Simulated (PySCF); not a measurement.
A side-by-side comparison of computed properties.

First species: C2H15NSi4.
InChI=1S/C2H15NSi4/c1-3(2)7(5)6-4/h7H,6H2,1-2,4-5H3/t7-/m1/s1

Second species: C₄H₃N.
Geometry (PBE0-D3(BJ)/def2-SVP, Å), atoms numbered from 1 in this order:
```
atom  x, y, z in Å
N1     2.5248   -0.4432   -0.7306
C2     1.4987   -0.3317   -0.2042
C3     0.2160   -0.1961    0.4627
C4    -0.7473    0.8835    0.0495
C5    -1.0645   -0.3140   -0.3191
H6     0.2535   -0.5290    1.5112
H7    -0.9326    1.9526    0.0974
H8    -1.7201   -1.0215   -0.8185
```

Levels: wB97X-D/def2-SVPD for dipole moment, HOMO energy, LUMO energy, HOMO–LUMO gap, static isotropic polarisability and electronic spatial extent ⟨r²⟩ about the centre of nuclear charge; TDDFT wB97X-D/def2-SVPD for lowest singlet excitation; TDA wB97X-D/def2-SVPD for lowest triplet excitation (Tamm–Dancoff); ΔSCF wB97X-D/def2-SVPD for vertical ionisation energy; PBE0-D3(BJ)/def2-SVP for rotational constant A and rotational constant C. Geometries: PBE0-D3(BJ)/def2-SVP. Each species is one conformer at its optimised geometry, gas phase, non-relativistic unless stated; the electronic structure was computed with PySCF and density fitting.

The conformers computed, where there is a choice (atom-mapped SMILES and torsion angles):
- `[CH3:1][N:2]([CH3:3])[Si@H:4]([SiH3:5])[SiH2:6][SiH3:7]`: C1–N2–Si4–Si5 -88°, N2–Si4–Si6–Si7 -37°

Values for the first species:

```
Dipole moment                                                     : 1.07 D
HOMO energy                                                       : -7.99 eV
LUMO energy                                                       : 1.21 eV
HOMO–LUMO gap                                                     : 9.20 eV
Lowest singlet excitation                                         : 4.91 eV
Lowest triplet excitation (Tamm–Dancoff)                          : 4.59 eV
Static isotropic polarisability                                   : 155.8 au
Vertical ionisation energy                                        : 7.88 eV
Electronic spatial extent ⟨r²⟩ about the centre of nuclear charge : 2182 bohr²
Rotational constant A                                             : 1.380 GHz
Rotational constant C                                             : 0.565 GHz
```

Q: Estimate the same properties for the second species, and the change in each.

A: 
```json
{"property": "dipole moment", "first": "1.07 D", "second": "4.64 D", "second less first": "+3.57 D"}
{"property": "HOMO energy", "first": "-7.99 eV", "second": "-10.49 eV", "second less first": "-2.50 eV"}
{"property": "LUMO energy", "first": "1.21 eV", "second": "0.94 eV", "second less first": "-0.27 eV"}
{"property": "HOMO–LUMO gap", "first": "9.20 eV", "second": "11.43 eV", "second less first": "+2.23 eV"}
{"property": "lowest singlet excitation", "first": "4.91 eV", "second": "6.44 eV", "second less first": "+1.53 eV"}
{"property": "lowest triplet excitation (Tamm–Dancoff)", "first": "4.59 eV", "second": "4.49 eV", "second less first": "-0.10 eV"}
{"property": "static isotropic polarisability", "first": "155.8 au", "second": "47.1 au", "second less first": "-108.7 au"}
{"property": "vertical ionisation energy", "first": "7.88 eV", "second": "11.01 eV", "second less first": "+3.13 eV"}
{"property": "electronic spatial extent ⟨r²⟩ about the centre of nuclear charge", "first": "2182 bohr²", "second": "377 bohr²", "second less first": "-1805 bohr²"}
{"property": "rotational constant A", "first": "1.380 GHz", "second": "20.108 GHz", "second less first": "+18.728 GHz"}
{"property": "rotational constant C", "first": "0.565 GHz", "second": "3.397 GHz", "second less first": "+2.832 GHz"}
```

On the first: The polarisability is 23.08 Å³ as a volume (1 au = 0.148185 Å³), or 1.73 au for each of the 90 electrons. The principal polarisabilities are 129.2, 152.1 and 185.9 au; their mean is the isotropic value.

On the second: The vertical singlet–triplet gap S1 − T1 is 1.95 eV (TDDFT singlet less Tamm–Dancoff triplet). No computed singlet falls in the visible range (750 to 380 nm, 1.65 to 3.26 eV); S1 lies 3.18 eV above its blue end.
